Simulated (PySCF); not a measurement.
## Heteronuclear NMR

Mapped SMILES: `[O:1]=[CH:2][C@@:3]12[CH:4]=[CH:5][C@@H:6]([CH2:7]1)[C:8]([F:9])=[CH:10]2`. Each H is labelled by its parent atom. Ha(C7) is cis to C8 on the ring; Hb(C7) is trans to C8 on the ring.

Non-relativistic, in vacuum, one conformer. NMR shieldings at PBE0/pcSseg-1/GIAO; GFN2-xTB structure; PySCF 2.14.0 with density-fitted response routines.

(1) What are the 19F shifts?

(2) Predict the 17O NMR data.

Answers

(1) 
```csv
atoms,environment,σ (ppm),δ (ppm)
F9,vinylic fluorine,281.6,-108.1
```

Shieldings were converted by a linear fit to measured shifts: 19F: δ = 146.13 − 0.903σ +14.6 on sp3 carbon (rms 6.0 ppm, 223 shifts, 7.0 ppm with the 5 outliers that the fit left out vs CFCl3, solution or neat liquid). A few per cent of atoms miss by over 2 rms, more outside the fitted compound classes.

On a 300 MHz spectrometer 19F resonates near 282.3 MHz, so 1 ppm is 282.3 Hz.

(2) 
```tsv
atoms	environment	σ (ppm)	δ (ppm)
O1	aldehyde oxygen	-365.0	599.2
```

Shieldings were converted by a linear fit to measured shifts: 17O: δ = 266.70 − 0.911σ (rms 10.7 ppm, 155 shifts, 12.2 ppm with the 3 outliers that the fit left out vs liquid water, solution or neat liquid). Occasional misses reach two or three times the rms, and more in compound classes unlike the fitted ones.

On a 400 MHz spectrometer 17O resonates near 54.2 MHz, so 1 ppm is 54.2 Hz.
